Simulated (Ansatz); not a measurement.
PBE exchange is replaced step by step with exact exchange (0 % is PBE, 25 % PBE0; no dispersion term), basis def2-TZVP, Ansatz. System: the cluster Mg₂N₂ (the lowest singlet isomer of a short search). Total charge 0; singlet. Geometry: r2SCAN-D4/def2-TZVP.

Geometry of the singlet:

```tsv
atom	x (Å)	y (Å)	z (Å)
Mg1	1.337	-0.460	0.082
Mg2	-1.365	0.049	-0.376
N3	-0.277	-0.468	1.117
N4	0.305	0.879	-0.823
```

At PBE-D4/def2-TZVP, PBE0-D4/def2-TZVP the restricted singlet is unstable: a solution with broken spin symmetry lies lower. The restricted singlet is unstable towards broken spin symmetry at other levels; at PBE with 5 % exact exchange/def2-TZVP, PBE with 10 % exact exchange/def2-TZVP, PBE with 15 % exact exchange/def2-TZVP, PBE with 35 % exact exchange/def2-TZVP and others this wasn't settled. The geometry of the singlet was relaxed on an unsound state (restricted singlet, unstable towards broken spin symmetry). At PBE0-D4/def2-TZVP a triplet of charge 0 lies 0.92 eV below the restricted singlet, each at its own geometry. The structure comes from a short search, and lower isomers may exist.

| exact exchange (%) | HOMO (eV) | LUMO (eV) | gap (eV) |
| --- | --- | --- | --- |
| 0 | -3.40 | -3.25 | 0.16 |
| 10 | -3.79 | -2.97 | 0.82 |
| 15 | -3.99 | -2.83 | 1.16 |
| 25 | -4.40 | -2.56 | 1.84 |
| 35 | -4.83 | -2.29 | 2.54 |
| 50 | -5.49 | -1.88 | 3.61 |

(1) Estimate the row for 5 %.

Answers

(1) 
| exact exchange (%) | HOMO (eV) | LUMO (eV) | gap (eV) |
| --- | --- | --- | --- |
| 5 | -3.59 | -3.11 | 0.49 |
